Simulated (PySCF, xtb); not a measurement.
(3S)-3-fluoro-2-methylbut-1-ene (C5H9F), SMILES C=C(C)[C@H](C)F. One conformer was computed; it need not be the lowest.

Harmonic wavenumbers (cm⁻¹) from GFN2-xTB (xtb 6.7.1) at its own minimum, in rising order: 45, 126, 185, 226, 273, 345, 417, 514, 552, 714, 812, 906, 921, 957, 1013, 1034, 1057, 1091, 1112, 1228, 1281, 1322, 1393, 1397, 1417, 1473, 1478, 1483, 1487, 1730, 2890, 3003, 3018, 3042, 3047, 3056, 3057, 3111, 3140.

Task: What does PySCF with ωB97X-D3(BJ)/def2-SVP give at its own minimum? (Estimate from the structure and the level; the computed values follow.)

Result: 67, 167, 225, 269, 314, 380, 432, 516, 584, 737, 808, 932, 957, 966, 1010, 1042, 1090, 1144, 1168, 1281, 1359, 1390, 1411, 1419, 1431, 1463, 1470, 1478, 1482, 1779, 3055, 3060, 3077, 3138, 3176, 3179, 3180, 3183, 3287. Paired by order, the mean absolute difference is 47 cm⁻¹ and the zero-point energies are 79.1 and 81.6 kcal/mol.
